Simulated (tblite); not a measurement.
Species: C8H10O.
SMILES with atom numbers: `[CH2:1]=[CH:2][CH2:3][C:4]1=[CH:5][C:6](=[O:7])[CH2:8][CH2:9]1` (hydrogens: H10, H11 on C1; H12 on C2; H13, H14 on C3; H15 on C5; H16, H17 on C8; H18, H19 on C9)

Structure used (GFN2-xTB), in Å, numbered top down from 1:
```
atom  x, y, z in Å
C1     3.0734   -0.2559   -0.0067
C2     2.0269    0.2708    0.5990
C3     1.0132    1.1549   -0.0717
C4    -0.3349    0.5151   -0.0257
C5    -1.3964    0.9032    0.6887
C6    -2.5316    0.0042    0.4814
O7    -3.6312    0.0796    0.9754
C8    -2.0688   -1.0692   -0.4962
C9    -0.6123   -0.7305   -0.8145
H10    3.2817   -0.0723   -1.0484
H11    3.7742   -0.8860    0.5136
H12    1.8362    0.0721    1.6453
H13    0.9771    2.1187    0.4422
H14    1.3058    1.3188   -1.1116
H15   -1.4553    1.7585    1.3383
H16   -2.7065   -1.0472   -1.3799
H17   -2.1844   -2.0502   -0.0361
H18    0.0758   -1.5242   -0.5149
H19   -0.4526   -0.5512   -1.8798
```

Computed values, GFN2-xTB/tblite, gas phase, harmonic and unscaled. Against measured fundamentals such values can be off by several per cent, at times by over 20. One conformer, not necessarily the lowest.

Harmonic wavenumbers (cm⁻¹): 25.8, 58.4, 89.9, 120.6, 225.9, 269.5, 402.3, 470.7, 492.6, 530.1, 549.2, 615.0, 692.4, 815.6, 839.4, 878.7, 889.6, 907.4, 917.3, 969.0, 971.5, 1024.0, 1063.8, 1079.6, 1103.5, 1142.5, 1157.4, 1166.9, 1175.9, 1241.3, 1255.4, 1263.8, 1294.4, 1315.2, 1412.5, 1432.3, 1453.6, 1461.2, 1658.1, 1717.0, 1766.6, 2957.4, 2968.2, 2972.7, 2982.5, 2996.0, 3011.1, 3063.1, 3098.4, 3127.2, 3134.3.

A = 4470, B = 861.2, C = 780.2 MHz; mass 122.073 u (most abundant isotopes); point group C1, symmetry number 1.

Zero-point energy?

Half the sum of the wavenumbers: 34113 cm⁻¹ = 408.09 kJ/mol.

What is S at 350 K and 1 bar for an ideal gas of classical rigid rotors and harmonic oscillators?

Translation 172.11, rotation 123.59, vibration 132.95: S = 428.7 J/(mol K).

And Cp and H(350 K) − H(0)?

Cp = 169.81 J/(mol K), of which vibrations give 136.55 (their classical limit is 51 R = 424.0); H(350 K) − H(0) = 34.68 kJ/mol without the zero-point energy, 23.04 from vibrations.

What must be added to the electronic energy to get the Gibbs energy at 350 K and 1 bar?

ZPE + [H(350 K) − H(0)] − T·S = 408.09 + 34.68 − 150.03 = 292.74 kJ/mol.

How do the functions run with temperature in this model?

```tsv
T (K)	S (J/(mol K))	Cp (J/(mol K))	H − H(0) (kJ/mol)	G − H(0) (kJ/mol)	ln q(vib)
50	250.6	56.8	2.24	-10.29	0.96
100	294.7	71.7	5.47	-24.00	2.32
298.15	403.3	146.6	26.48	-93.78	6.91
373.15	439.9	179.9	38.73	-125.40	8.60
500	499.6	229.3	64.80	-185.02	11.51
750	606.7	297.7	131.36	-323.63	17.29
1000	698.7	341.5	211.63	-487.09	22.82
```

q(vib) and H(0) count from the zero-point level.

Blend soft modes into free rotors: weight 1/[1 + (100 cm⁻¹/ν̃)⁴] for the oscillator and the rest for a rotor with moment μB/(μ + B), μ = h/(8π²ν), B = 10⁻⁴⁴ kg m². What vibrational entropy results?

116.56 J/(mol K) in place of 132.95, which changes −T·S at 350 K by +5.74 kJ/mol.

Which modes carry the vibrational entropy at 350 K?

25.8 cm⁻¹: 26.97; 58.4 cm⁻¹: 20.20; 89.9 cm⁻¹: 16.64; 120.6 cm⁻¹: 14.23; 225.9 cm⁻¹: 9.22; 269.5 cm⁻¹: 7.88 J/(mol K); the other 45 give 37.81 together.

Hindered rotation and anharmonicity are outside this model. Other conformers, if any are populated, would add a mixing term that is left out. The structure is chiral; the term R ln 2 for an equal mix with its mirror image is left out.
